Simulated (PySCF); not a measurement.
C₆H₁₀, SMILES CC=C=CCC.

Geometry: PBE0-D3(BJ)/def2-SVP. The structure was generated by enumeration; whether it is a known compound was not checked. The values are those of a single conformer.

Two levels are set side by side: PBE/def2-TZVP (PySCF) and r2SCAN/def2-TZVP (PySCF). Same geometry, gas phase. Differences are taken from unrounded values.

| quantity | r2SCAN | PBE | PBE minus r2SCAN |
|---|---|---|---|
| orbital gap (eV) | 5.91 | 5.45 | -0.46 |
| highest occupied level (eV) | -6.09 | -5.90 | 0.18 |
| lowest empty level (eV) | -0.18 | -0.46 | -0.28 |
| dipole moment (D) | 0.29 | 0.27 | -0.02 |
| mean polarisability (bohr³) | 79.7 | 81.0 | 1.3 |

Rough cost on one machine, each run with all the roots and properties that it gave: r2SCAN against PBE about 4 times.
